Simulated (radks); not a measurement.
Task: The table gives one normalised radial function P(r) = r R(r) of In3+ in [Kr] 4d10 (r in bohr). All-electron calculation, scalar-relativistic Kohn-Sham, Slater X-alpha with alpha = 0.667, spin-polarised, spherical densities, finite nucleus; Fermi nuclear charge, rms radius 4.6156 fm. Program: a radial shooting solver on a logarithmic mesh with Libxc functionals.

r	P
0.001731	0.0842
0.001967	0.0937
0.002236	0.1041
0.002562	0.1161
0.002911	0.1285
0.003336	0.1426
0.003791	0.1568
0.004343	0.1727
0.004936	0.1884
0.00561	0.2045
0.006428	0.2217
0.007306	0.2375
0.00837	0.2534
0.009513	0.2667
0.01081	0.2775
0.01239	0.2851
0.01408	0.2872
0.01613	0.2826
0.01833	0.2701
0.02083	0.2483
0.02387	0.2131
0.02713	0.1674
0.03108	0.1049
0.03533	0.0331
0.04047	-0.0552
0.046	-0.1465
0.05228	-0.2404
0.0599	-0.3350
0.06808	-0.4093
0.07799	-0.4604
0.08864	-0.4705
0.1007	-0.4336
0.1154	-0.3360
0.1312	-0.1893
0.1503	0.0145
0.1708	0.2314
0.1957	0.4556
0.2224	0.6232
0.2528	0.7120
0.2896	0.6874
0.3292	0.5377
0.3771	0.2533
0.4286	-0.0996
0.4872	-0.4834
0.5582	-0.8577
0.6344	-1.1200
0.7268	-1.2608
0.826	-1.2541
0.9388	-1.1323
1.076	-0.9213
1.222	-0.6942
1.401	-0.4673
1.592	-0.2933
1.824	-0.1607
2.073	-0.0818
2.356	-0.0370
2.699	-0.0137
3.068	-0.0046
3.514	-0.0012
3.994	-0.0003

Which n and l does it have? It may be an empty orbital.

Result: n = 4, l = 0: the number of nodes gives n - l - 1 = 3, the rise at small r (about r^(l+1), flatter next to the nucleus through relativity) gives l, and the extent must fit the shell. The curve is that of 4s. 4s: eigenvalue -147.44 eV, 3 radial nodes at r = 0.0373, 0.149, 0.414 bohr, <r> = 0.848 bohr, 90 % of the charge inside 1.23 bohr.
